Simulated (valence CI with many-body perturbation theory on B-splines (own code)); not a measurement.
## E1 transitions of Hg67+

Level of theory: valence CI with perturbative core correlation (CI+MBPT): three valence electrons over a frozen Dirac-Fock core [Ne], a basis of 11 s, 11 p, 9 d, 7 f, 5 g, 2 h, 1 i functions for each j, with the one-electron correlation potential Σ1, the two-electron term Σ2, the three-electron term Σ3, Breit, model QED; selected CI, second order for the rest (own B-spline code, finite nucleus).

No measured spectrum was set against this ion. As an estimate, large intervals hold to a few tenths of a per cent, small ones and those within an open d or f shell to about a per cent.

Lines 101 to 150 of 270 in falling wavelength, among levels below 140.33 Ry, chosen from the strongest by gf and those to the six lowest levels. Wavelengths and rates use the calculated energies. Electric multipoles are in the length gauge, E1 and E2 with the static RPA response of the core. Weak lines are less certain than strong ones. Lines between different terms over intervals too small for the method are left out, as are lines whose strength nearly cancels. The highest levels of a list are the least certain.

Levels are named by their leading jj configuration (3d3/2^4 stands for four electrons in 3d with j = 3/2), which in mixed levels can hold well under half, so a name can repeat and another be missing. Letters in brackets count levels of one name in rising energy.

```csv
λ vac (nm),Upper,Lower,A (s⁻¹),S (a.u.) with core polarisation,S without
1.771,(3p1/2 3p3/2 3d5/2) J=3/2 [a],(3s 3p1/2 3d5/2) J=3/2,1.60e+12,1.76e-02,1.78e-02
1.770,(3s 3p3/2 3d5/2) J=7/2 [a],(3s^2 3d5/2) J=5/2,2.03e+11,4.44e-03,4.49e-03
1.768,(3p1/2 3p3/2^2) J=3/2,(3s 3p1/2 3p3/2) J=1/2,2.28e+12,2.49e-02,2.53e-02
1.763,(3p1/2 3p3/2 3d5/2) J=7/2 [a],(3s 3p1/2 3d5/2) J=7/2,2.35e+11,5.08e-03,5.15e-03
1.759,(3s 3p3/2 3d5/2) J=3/2 [a],(3s^2 3d5/2) J=5/2,4.72e+11,5.08e-03,5.14e-03
1.755,(3p1/2 3p3/2^2) J=5/2,(3s 3p1/2 3p3/2) J=3/2 [b],1.43e+12,2.29e-02,2.32e-02
1.748,(3p1/2 3p3/2 3d5/2) J=5/2 [a],(3s 3p1/2 3d5/2) J=5/2 [b],1.43e+12,2.26e-02,2.29e-02
1.744,(3p1/2 3p3/2 3d3/2) J=5/2 [a],(3s 3p1/2 3d3/2) J=5/2,7.44e+11,1.17e-02,1.18e-02
1.743,(3p1/2 3p3/2 3d5/2) J=9/2,(3s 3p1/2 3d5/2) J=7/2,1.57e+12,4.11e-02,4.16e-02
1.739,(3p1/2 3p3/2^2) J=3/2,(3s 3p1/2 3p3/2) J=3/2 [b],5.71e+11,5.92e-03,6.01e-03
1.735,(3p1/2 3p3/2 3d3/2) J=3/2 [b],(3s 3p1/2 3d3/2) J=3/2 [c],4.00e+11,4.12e-03,4.18e-03
1.732,(3p1/2 3p3/2 3d3/2) J=5/2 [b],(3s 3p1/2 3d3/2) J=3/2 [c],2.48e+12,3.82e-02,3.87e-02
1.725,(3s 3p3/2 3d3/2) J=3/2 [b],(3s^2 3d3/2) J=3/2,2.15e+12,2.18e-02,2.21e-02
1.723,(3p1/2 3p3/2 3d5/2) J=7/2 [a],(3s 3p1/2 3d5/2) J=5/2 [a],2.63e+12,5.30e-02,5.38e-02
1.722,(3p1/2 3p3/2^2) J=1/2,(3s 3p1/2 3p3/2) J=1/2,5.85e+11,2.95e-03,2.99e-03
1.722,(3p1/2 3p3/2 3d3/2) J=3/2 [a],(3s 3p1/2 3d3/2) J=5/2,8.77e+11,8.84e-03,8.97e-03
1.722,(3p1/2 3p3/2 3d5/2) J=5/2 [b],(3s 3p1/2 3d5/2) J=3/2,7.55e+11,1.14e-02,1.16e-02
1.721,(3p1/2 3p3/2 3d5/2) J=5/2 [a],(3s 3p1/2 3d5/2) J=7/2,4.75e+11,7.18e-03,7.28e-03
1.719,(3s 3p1/2 3d3/2) J=3/2 [a],(3s 3p1/2^2) J=1/2,3.29e+11,3.30e-03,3.34e-03
1.717,(3p1/2 3p3/2 3d5/2) J=7/2 [b],(3s 3p1/2 3d5/2) J=5/2 [b],3.77e+11,7.53e-03,7.63e-03
1.716,(3p1/2 3p3/2 3d3/2) J=5/2 [a],(3s 3p1/2 3d3/2) J=3/2 [b],3.41e+11,5.11e-03,5.17e-03
1.716,(3s 3p3/2 3d5/2) J=7/2 [b],(3s^2 3d5/2) J=5/2,4.43e+12,8.83e-02,8.95e-02
1.713,(3p1/2 3p3/2 3d3/2) J=3/2 [b],(3s 3p1/2 3d3/2) J=1/2,2.98e+11,2.96e-03,2.99e-03
1.704,(3s 3p1/2 3p3/2) J=3/2 [b],(3s^2 3p1/2) J=1/2,1.37e+12,1.33e-02,1.35e-02
1.702,(3p1/2 3p3/2 3d3/2) J=7/2,(3s 3p1/2 3d3/2) J=5/2,3.22e+12,6.26e-02,6.35e-02
1.702,(3p1/2 3p3/2^2) J=5/2,(3s 3p1/2 3p3/2) J=5/2,6.51e+11,9.50e-03,9.63e-03
1.701,(3p1/2 3p3/2 3d3/2) J=1/2 [b],(3s 3p1/2 3d3/2) J=1/2,1.32e+12,6.41e-03,6.50e-03
1.695,(3p1/2 3p3/2 3d5/2) J=1/2,(3s 3p1/2 3d5/2) J=3/2,1.15e+12,5.51e-03,5.59e-03
1.695,(3p1/2 3p3/2 3d3/2) J=3/2 [a],(3s 3p1/2 3d3/2) J=3/2 [b],7.00e+11,6.73e-03,6.82e-03
1.695,(3s 3p3/2 3d3/2) J=5/2 [b],(3s^2 3d3/2) J=3/2,8.20e+12,1.18e-01,1.20e-01
1.694,(3p1/2 3p3/2^2) J=1/2,(3s 3p1/2 3p3/2) J=3/2 [b],3.16e+12,1.52e-02,1.54e-02
1.694,(3p1/2 3d3/2^2) J=5/2,(3p1/2^2 3d3/2) J=3/2,9.17e+11,1.32e-02,1.34e-02
1.693,(3p1/2 3p3/2 3d5/2) J=3/2 [a],(3s 3p1/2 3d5/2) J=5/2 [a],8.45e+11,8.09e-03,8.20e-03
1.691,(3p1/2 3p3/2 3d5/2) J=7/2 [b],(3s 3p1/2 3d5/2) J=7/2,4.18e+11,7.99e-03,8.10e-03
1.688,(3p1/2 3p3/2 3d3/2) J=1/2 [a],(3s 3p1/2 3d3/2) J=3/2 [b],1.92e+12,9.10e-03,9.23e-03
1.687,(3p1/2 3p3/2^2) J=3/2,(3s 3p1/2 3p3/2) J=5/2,6.31e+11,5.98e-03,6.06e-03
1.685,(3p1/2 3p3/2 3d5/2) J=5/2 [b],(3s 3p1/2 3d5/2) J=7/2,3.28e+11,4.64e-03,4.71e-03
1.685,(3s 3p1/2 3d3/2) J=3/2 [b],(3s 3p1/2^2) J=1/2,7.27e+11,6.86e-03,6.96e-03
1.683,(3p1/2 3p3/2 3d5/2) J=5/2 [a],(3s 3p1/2 3d5/2) J=5/2 [a],2.02e+11,2.85e-03,2.89e-03
1.683,(3p1/2 3p3/2 3d3/2) J=5/2 [a],(3s 3p1/2 3d3/2) J=3/2 [a],9.77e+11,1.38e-02,1.40e-02
1.679,(3s 3p3/2 3d3/2) J=1/2 [b],(3s^2 3d3/2) J=3/2,6.47e+12,3.02e-02,3.06e-02
1.677,(3s 3p3/2^2) J=1/2,(3s^2 3p3/2) J=3/2,3.95e+12,1.84e-02,1.86e-02
1.677,(3s 3p3/2 3d3/2) J=3/2 [a],(3s 3p1/2 3p3/2) J=3/2 [b],1.06e+11,9.88e-04,1.00e-03
1.676,(3s 3p1/2 3p3/2) J=1/2,(3s^2 3p1/2) J=1/2,5.45e+12,2.54e-02,2.57e-02
1.674,(3p1/2 3p3/2 3d5/2) J=3/2 [b],(3s 3p1/2 3d5/2) J=5/2 [b],2.26e+12,2.09e-02,2.12e-02
1.672,(3s 3p3/2 3d3/2) J=1/2 [a],(3s 3p1/2 3p3/2) J=3/2 [b],9.59e+11,4.42e-03,4.49e-03
1.666,(3s 3p3/2 3d5/2) J=3/2 [b],(3s^2 3d5/2) J=5/2,5.03e+12,4.59e-02,4.65e-02
1.663,(3s 3p3/2 3d3/2) J=5/2 [a],(3s 3p1/2 3p3/2) J=3/2 [b],7.39e+11,1.01e-02,1.02e-02
1.663,(3p1/2 3p3/2 3d3/2) J=3/2 [a],(3s 3p1/2 3d3/2) J=3/2 [a],1.87e+12,1.70e-02,1.72e-02
1.660,(3s 3p3/2 3d5/2) J=5/2 [b],(3s^2 3d5/2) J=5/2,4.51e+12,6.12e-02,6.20e-02
```
